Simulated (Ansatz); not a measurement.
Ansatz (an electronic-structure program) input (CCSD(T)/aug-cc-pV(D+d)Z):
A basis named .json is the Basis Set Exchange file of that set.

Ansatz 0.2 input:
```yaml
crystal:
  periodic: [false, false, false]
  atoms:
    - {symbol: Si, position_ang: [0.39538432, -0.15858904, 0.00186846]}
    - {symbol: O, position_ang: [0.52764660, 1.36735556, 0.00686924]}
    - {symbol: O, position_ang: [-0.99138382, -1.02312004, -0.00862222]}
    - {symbol: H, position_ang: [-1.82548265, -0.53363761, -0.01213457]}
basis:
  gaussian:
    orbitals: aug-cc-pV_D+d_Z.json
magnetization: {spin_polarized: true, initial_magnetization: 1}
correlation: {method: ccsd_t, electrons: outside_noble_gas}
output: {forces: true}
```

Output:

```
Functional definition: HF
integrals: 0.14 GiB planned
869 factors; integrals over basis functions are off by at most 8.0e-4 eV
mean field: 0.23 GiB planned
mean field evaluation 1: about -11947.5421 eV, gradient 3.8e1 eV
mean field evaluation 2: about -11947.5433 eV, gradient 3.8e1 eV
mean field evaluation 4: about -11953.2453 eV, gradient 4.3e0 eV
mean field evaluation 8: about -11953.4051 eV, gradient 2.3e-1 eV
mean field evaluation 16: about -11953.3571 eV, gradient 2.0e0 eV
mean field evaluation 32: about -11953.4036 eV, gradient 4.1e-1 eV
mean field evaluation 64: about -11952.4894 eV, gradient 6.7e0 eV
mean field evaluation 96: about -11951.5783 eV, gradient 2.8e-1 eV
mean field evaluation 128: about -11948.0893 eV, gradient 4.8e0 eV
mean field evaluation 160: about -11951.9630 eV, gradient 1.8e0 eV
mean field evaluation 192: about -11950.3029 eV, gradient 1.9e-1 eV
mean field evaluation 224: about -11948.4094 eV, gradient 4.8e-4 eV
mean field evaluation 256: about -11948.5331 eV, gradient 8.6e-3 eV
mean field evaluation 288: about -11953.4064 eV, gradient 8.6e-4 eV
mean field -11953.40642273 eV, -439.2795837253 hartree, gradient 2.1e-6 eV, S^2 0.763694; 10 other end points of the search recorded, 0 dependent functions left out
determinant -11953.40642273 eV, -439.2795837253 hartree, with singles and doubles -11966.70358020 eV, -439.7682452493 hartree
determinant -11951.57958979 eV, -439.2124488532 hartree, with singles and doubles -11964.12073043 eV, -439.6733272708 hartree
determinant -11950.30320725 eV, -439.1655426600 hartree, with singles and doubles -11962.24934587 eV, -439.6045551567 hartree
determinant -11948.53314218 eV, -439.1004939685 hartree, with singles and doubles -11960.92311089 eV, -439.5558169205 hartree
7 core orbitals not correlated
reference -11953.40642273 eV, -439.2795837253 hartree; 9, 8 occupied and 71, 72 virtual orbitals, 869 factors
densities: 0.76 GiB planned
second order -13.19140312 eV of doubles, -0.00000000 eV of singles
coupled cluster: 0.52 GiB planned
cycle   1  -13.27509957 eV  change   -3.4e-1 eV  update   2.9e-2
cycle   2  -13.30780958 eV  change   -3.3e-2 eV  update   7.7e-3
cycle   3  -13.30797925 eV  change   -1.7e-4 eV  update   5.1e-3
cycle   4  -13.31036079 eV  change   -2.4e-3 eV  update   2.2e-3
cycle   5  -13.31071855 eV  change   -3.6e-4 eV  update   1.4e-3
cycle   6  -13.31131478 eV  change   -6.0e-4 eV  update   8.6e-4
cycle   7  -13.31143386 eV  change   -1.2e-4 eV  update   4.7e-4
cycle   8  -13.31151675 eV  change   -8.3e-5 eV  update   2.2e-4
cycle   9  -13.31147439 eV  change    4.2e-5 eV  update   9.2e-5
cycle  10  -13.31146656 eV  change    7.8e-6 eV  update   4.3e-5
cycle  11  -13.31146041 eV  change    6.1e-6 eV  update   2.0e-5
cycle  12  -13.31145722 eV  change    3.2e-6 eV  update   1.0e-5
cycle  13  -13.31145924 eV  change   -2.0e-6 eV  update   5.4e-6
cycle  14  -13.31145853 eV  change    7.0e-7 eV  update   2.6e-6
cycle  15  -13.31145953 eV  change   -1.0e-6 eV  update   1.1e-6
cycle  16  -13.31145936 eV  change    1.8e-7 eV  update   5.1e-7
perturbative correction -0.50489706 eV, -0.0185546249 hartree
the calculation of the forces begins
Total energy: -11967.22277915 eV, -439.7873254587 hartree
Atom 0 at     0.395384    -0.158589     0.001868 Å, force     0.521736    -0.667704     0.001195 eV/Å
Atom 1 at     0.527647     1.367356     0.006869 Å, force     0.214066     1.282156     0.004803 eV/Å
Atom 2 at    -0.991384    -1.023120    -0.008622 Å, force    -0.643338    -0.739339    -0.005804 eV/Å
Atom 3 at    -1.825483    -0.533638    -0.012135 Å, force    -0.092463     0.124887    -0.000194 eV/Å
Dipole moment:    -0.300602    -0.479854    -0.003084 e Å
```

It need not be the lowest isomer of its formula.
